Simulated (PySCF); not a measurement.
A calculated (r2SCAN0, PySCF 2.14, aug-cc-pwCVDZ, no relativity, point nucleus) atom or ion has these occupied shells.

| shell | electrons | orbital energy (eV) | rms radius, mean of both spins (bohr) |
| --- | --- | --- | --- |
| 1s α | 1 | -2122.7 | 0.121 |
| 1s β | 1 | -2122.3 | 0.121 |
| 2s α | 1 | -194.97 | 0.565 |
| 2s β | 1 | -194.69 | 0.565 |
| 2p α | 3 | -142.94 | 0.542 |
| 2p β | 3 | -142.40 | 0.542 |
| 3s α | 1 | -26.330 | 1.98 |
| 3s β | 1 | -23.178 | 1.98 |
| 3p α | 2 | -16.629 | 2.30 |

Task: Name the element and its charge.

Result: P⁺ (phosphorus, charge +1), in [Ne] 3s2 3p2, high-spin 3P determinant.
